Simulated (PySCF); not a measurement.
# Computed records: Al2HNO

Calculation on a computer-drawn molecule: the log of a Hartree-Fock and frozen-core CCSD(T) single point meant for a local Hartree-Fock minimum, with one planted fault or none, to be diagnosed. Offsets are logged minus clean, where the clean run is the same molecule without the fault. The reference is restricted for singlets and unrestricted otherwise, and also for a bond in bohr or an excited solution. Adding or removing an electron swaps singlet and doublet. The excited solution moves the top pair (singlet) or top alpha electron (doublet) to the lowest empty orbital. Highest occupied and lowest empty are orbital energies over both spins, largest force is the largest gradient component, triples share is (T) over the correlation energy, the T1 limit is 0.02 restricted and 0.045 unrestricted, electrons count all cores, a negative frequency is imaginary (commonest isotopes), and the dipole is about the centre of nuclear charge. Program: PySCF 2.14.0.

Al2HNO

Logged structure:
```xyz
5
Al2HNO
N      0.8160     1.3656     0.2839
Al    -0.2224     0.6813     1.2709
O     -1.3091    -0.0362     2.3027
Al    -2.4287    -0.7752     3.3600
H      2.0370     2.1735    -0.8777
```

| Quantity | Value |
| --- | --- |
| meant charge | 0 |
| meant multiplicity | 1 |
| meant basis | cc-pV(D+d)Z |
| logged electrons | 42 |
| logged basis functions | 79 |
| logged SCF converged | yes |
| logged spin squared | 0.8795 |
| logged highest occupied | -8.2354 eV |
| logged lowest empty | 0.72226 eV |
| logged largest force | 0.04281 hartree/bohr |
| logged dipole magnitude | 4.0777 debye |
| logged SCF stable within its kind | yes |
| logged energy HF | -613.63445 hartree |
| possible faults | no fault, one electron removed, one electron added, multiplicity raised by two, geometry at a saddle point, SCF held on an excited solution, minimal basis STO-3G, one bond length entered in bohr, all coordinates scaled |
| planted fault | one bond length entered in bohr, row 4 of the drawn bonds |
| HF energy offset from clean run | 100.7 kcal/mol |

Drawn bonds:
```csv
atom,other atom,order
1,2,2
2,3,1
3,4,1
1,5,1
```

Notes: coupled-cluster numbers left out as unreliable.
